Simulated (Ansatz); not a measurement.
Geometry optimisation, RKS PBE0-D4/6-31G (Ansatz 0.2.0).

The input (input.yaml):

```yaml
crystal:
  periodic: [false, false, false]
  atoms:
    - { symbol: C, position_ang: [-1.8441, -0.5053, 0.7405] }
    - { symbol: O, position_ang: [-1.0662, -1.2995, -0.0425] }
    - { symbol: B, position_ang: [-0.2497, -0.4517, -0.9163] }
    - { symbol: Si, position_ang: [1.6224, 0.1037, -0.3095] }
    - { symbol: O, position_ang: [1.6327, 1.7993, -0.2863] }
    - { symbol: H, position_ang: [-2.5326, -1.0834, 1.3702] }
    - { symbol: H, position_ang: [-1.2725, 0.1985, 1.4106] }
    - { symbol: H, position_ang: [-2.5351, 0.1637, 0.0812] }
    - { symbol: H, position_ang: [-0.5897, -0.125, -1.936] }
    - { symbol: H, position_ang: [2.5643, -0.4282, -1.2106] }
    - { symbol: H, position_ang: [1.7817, -0.4398, 1.064] }
    - { symbol: H, position_ang: [0.86333, 2.01923, 0.34745] }
basis:
  gaussian: { orbitals: "6-31G" }
hamiltonian:
  xc: pbe0
  dispersion: d4
relax:
  f_tol: 0.015
  max_steps: 40
```

Launched with:

```bash
$ ansatz run input.yaml --threads 1 --pin off --max-ram 2048MiB --backend cpu --events-out ev --progress --plain --runs-dir out
```

Question: Where does it end, and by what steps?

Answer: It converged. Limits of this set-up: no polarisation functions. After 39 steps the energy has fallen by 1.833 eV; H12 moved furthest, 2.02 Å.

| step | energy less start (eV) | largest force component (eV/Å) | accepted |
| --- | --- | --- | --- |
| 0 | 0.0000 | 3.175 | yes |
| 2 | -0.9128 | 0.751 | yes |
| 4 | -1.1560 | 0.893 | yes |
| 6 | -1.4978 | 1.658 | yes |
| 8 | -1.7380 | 0.356 | yes |
| 10 | -1.7744 | 0.315 | yes |
| 12 | -1.7921 | 0.082 | yes |
| 14 | -1.7693 | 0.634 | no |
| 16 | -1.8070 | 0.222 | yes |
| 18 | -1.8114 | 0.063 | yes |
| 20 | -1.8170 | 0.167 | yes |
| 22 | -1.8211 | 0.129 | yes |
| 24 | -1.8232 | 0.075 | yes |
| 26 | -1.8213 | 0.401 | no |
| 28 | -1.8275 | 0.023 | yes |
| 30 | -1.8281 | 0.143 | no |
| 32 | -1.8303 | 0.059 | yes |
| 34 | -1.8312 | 0.067 | yes |
| 36 | -1.8321 | 0.088 | yes |
| 38 | -1.8324 | 0.028 | yes |
| 39 | -1.8325 | 0.004 | yes |

```xyz
12
Properties=species:S:1:pos:R:3
C -2.352 -0.937 0.562
O -0.916 -0.767 0.471
B -0.297 0.258 -0.178
Si 1.728 0.213 -0.122
O 2.486 1.415 -1.132
H -2.608 -1.899 0.115
H -2.625 -0.941 1.618
H -2.873 -0.128 0.040
H -0.960 1.105 -0.721
H 2.261 -1.083 -0.660
H 2.199 0.356 1.313
H 2.330 2.360 -0.993
```

Run time: 2.1 min on 1 thread of Intel(R) Xeon(R) Platinum 8488C (Sapphire Rapids), with other jobs on the host, peak memory 0.18 GiB.
